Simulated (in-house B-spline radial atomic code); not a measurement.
Configurations of Bi⁸⁺, with energies counted from [Xe] 4f14 (5d3/2)4 (5d5/2)3. All numbers are computed (Dirac-Hartree-Fock, average of each configuration as written; Fermi nucleus of rms radius 5.5211 fm) with an all-electron radial atomic-structure program (B-spline basis), not measured. Energies include first-order Breit, QED and recoil terms.

Occupations are held fixed; configurations that lie above the ionisation limit could autoionise.

```csv
configuration,E - E(ref) (eV),highest orbital,its <r> (bohr)
[Xe] 4f14 (5d3/2)2 (5d5/2)5,7.1347,5d5/2,1.123
[Xe] 4f14 (5d3/2)1 (5d5/2)6,10.126,5d5/2,1.123
[Xe] 4f14 (5d3/2)3 (5d5/2)3 (5f7/2)1,68.917,5f7/2,1.672
[Xe] 4f14 (5d3/2)4 (5d5/2)2 (5g7/2)1,97.028,5g7/2,2.895
[Xe] 4f14 (5d3/2)4 (5d5/2)2 (9p3/2)1,116.44,9p3/2,7.107
```

Task: Order these further configurations by energy, lowest first.
A. [Xe] 4f14 (5d5/2)6 (8d3/2)1
B. [Xe] 4f14 (5d5/2)6 (7g9/2)1
C. [Xe] (4f5/2)5 (4f7/2)8 (5d3/2)3 (5d5/2)4 (8p3/2)1
D. [Xe] 4f14 (5d3/2)2 (5d5/2)4 7s1
E. [Kr] 4d10 4f14 5s2 (5p1/2)2 (5p3/2)3 (5d3/2)3 (5d5/2)4 (9g7/2)1

Result: D (87.361 eV), A (125.68 eV), B (132.88 eV), E (206.86 eV), C (259.27 eV).

Task: How far above the reference does [Xe] 4f14 (5d3/2)3 (5d5/2)3 8s1 lie?

Result: 105.68 eV; its least bound orbital is 8s1/2 with <r> = 4.582 bohr.
